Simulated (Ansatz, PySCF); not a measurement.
Complex: HCl (SMILES Cl) (first 2 atoms) with CH6Si (SMILES C[SiH3]); geometry from B3LYP-D3(BJ)/def2-TZVP, rigid monomers moved along the line of their centres of mass till H2···H9 is 1.71 Å.
(charge 0, multiplicity 1):
```json
[
 {"atom": "Cl", "x (Å)": "0.0439", "y (Å)": "-0.2238", "z (Å)": "-0.1516"},
 {"atom": "H", "x (Å)": "-0.3699", "y (Å)": "-0.7197", "z (Å)": "0.9629"},
 {"atom": "C", "x (Å)": "0.8250", "y (Å)": "0.8119", "z (Å)": "3.2693"},
 {"atom": "Si", "x (Å)": "-0.4282", "y (Å)": "-0.4998", "z (Å)": "3.7302"},
 {"atom": "H", "x (Å)": "1.1485", "y (Å)": "1.3605", "z (Å)": "4.1557"},
 {"atom": "H", "x (Å)": "0.4013", "y (Å)": "1.5262", "z (Å)": "2.5619"},
 {"atom": "H", "x (Å)": "1.7058", "y (Å)": "0.3646", "z (Å)": "2.8060"},
 {"atom": "H", "x (Å)": "0.1433", "y (Å)": "-1.4888", "z (Å)": "4.6736"},
 {"atom": "H", "x (Å)": "-0.8602", "y (Å)": "-1.2494", "z (Å)": "2.5160"},
 {"atom": "H", "x (Å)": "-1.6427", "y (Å)": "0.0976", "z (Å)": "4.3322"}
]
```

Monomers are frozen at their geometry in the pair; levels with a basis set take the counterpoise correction. Rows marked so take none.

Rows in LANL2DZ, STO-3G carry no dispersion term and start afresh at each structure. LANL2DZ brings its own core potentials from Na on.

Run with Ansatz (Gaussian basis) for Hartree–Fock, density functionals and correlated methods; PySCF for LANL2DZ rows, STO-3G rows, the dispersion terms. Each number belongs to the level named beside it.

One of these levels gives -111.0 meV for the interaction energy. Name it.
A. B3LYP/def2-TZVPPD
B. HF/STO-3G (no counterpoise)
C. PBE-D3(BJ)/def2-TZVPPD
D. B3LYP/LANL2DZ (no counterpoise)

C, PBE-D3(BJ)/def2-TZVPPD. The others give 75.0 (HF/STO-3G (no counterpoise)), -18.6 (B3LYP/LANL2DZ (no counterpoise)), 7.9 (B3LYP/def2-TZVPPD)

Ansatz is a first-principles code.
